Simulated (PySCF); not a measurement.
Se: excitation energy

Se [Ar] 3d10 4s2 4p4 (3P) → Se [Ar] 3d10 4s2 4p3 4d1 (5D), as a difference of total energies. Computed with PySCF 2.14 in aug-cc-pwCVDZ-PP with ECP10MDF, with scalar relativity through the core potential. Correlated levels: valence: 3s2 3p6 3d10 frozen; valence and next inner shell: nothing frozen outside the core potential. The calculations carry no spin-orbit coupling.

```json
{"method": "UHF", "excitation energy (cm⁻¹)": "70322"}
{"method": "LDA", "excitation energy (cm⁻¹)": "74935"}
{"method": "PBE", "excitation energy (cm⁻¹)": "72671"}
{"method": "PBE0", "excitation energy (cm⁻¹)": "73338"}
{"method": "r2SCAN", "excitation energy (cm⁻¹)": "74738"}
{"method": "B97-3", "excitation energy (cm⁻¹)": "75070"}
{"method": "B2PLYP", "excitation energy (cm⁻¹)": "76239"}
{"method": "BLYP", "excitation energy (cm⁻¹)": "75263"}
{"method": "PBEsol", "excitation energy (cm⁻¹)": "72783"}
{"method": "MP2 (valence)", "excitation energy (cm⁻¹)": "74939"}
{"method": "SCS-MP2 (valence)", "excitation energy (cm⁻¹)": "75287"}
{"method": "MP2 (valence and next inner shell)", "excitation energy (cm⁻¹)": "76117"}
{"method": "SCS-MP2 (valence and next inner shell)", "excitation energy (cm⁻¹)": "76122"}
```

Errors of the correlated levels include the incompleteness of this basis and the frozen core.

The promoted electron is Rydberg-like, and one or two diffuse shells describe it only roughly, which tends to raise the upper state.

In the upper state the promoted electron has a positive orbital energy at LDA, PBE, PBE0, r2SCAN, B97-3, B2PLYP, BLYP, PBEsol, so the basis confines it.

For comparison: 62433 cm⁻¹ (measured; NIST levels, between the centres of gravity of the two terms).
